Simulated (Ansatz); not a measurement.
```yaml
crystal:
  periodic: [false, false, false]
  atoms:
    - {symbol: C, position_ang: [-2.420625, 1.252907, 0.993522]}
    - {symbol: h, position_ang: [-0.354304, 1.700537, 0.023197]}
    - {symbol: S, position_ang: [1.659973, 0.535886, 1.364509]}
    - {symbol: S, position_ang: [0.978711, -1.903815, 0.905173]}
    - {symbol: C, position_ang: [2.085658, -2.345291, -1.003726]}
    - {symbol: H, position_ang: [-2.473343, 1.745857, 2.264930]}
    - {symbol: H, position_ang: [-2.637306, -0.093716, 1.038423]}
    - {symbol: H, position_ang: [-3.421942, 1.827164, 0.261709]}
    - {symbol: H, position_ang: [0.034752, 3.520558, 0.060723]}
    - {symbol: H, position_ang: [-0.310357, 1.106101, -1.738336]}
    - {symbol: H, position_ang: [1.667502, -1.527143, -2.009429]}
    - {symbol: H, position_ang: [1.787218, -3.639685, -1.321608]}
    - {symbol: H, position_ang: [3.429436, -2.222860, -0.820586]}
basis:
  gaussian: {orbitals: def2-TZVPP, final_grid: {core_spheres: 5, valence_spheres: 4, degree: 11}}
hamiltonian: {xc: {name: BHLYP}, dispersion: d3bj}
output: {forces: true}
```

```sh
$ ansatz run in.yaml --threads 2 --pin off --events-out ev --progress --plain --max-ram 32768MiB --backend cpu
```

It prints (some lines left out):

```
Error: YAML parse error: error: line 5 column 16: `h` is not an element symbol (H … Og, case-exact)
 --> <input>:5:16
3 |   atoms:
4 |     - {symbol: C, position_ang: [-2.420625, 1.252907, 0.993522]}
5 |     - {symbol: h, position_ang: [-0.354304, 1.700537, 0.023197]}
6 |     - {symbol: S, position_ang: [1.659973, 0.535886, 1.364509]}
7 |     - {symbol: S, position_ang: [0.978711, -1.903815, 0.905173]}
```

(1) Something in this input is off. What?

## Answers

(1) An element symbol is wrong. The input was rejected before any iteration.
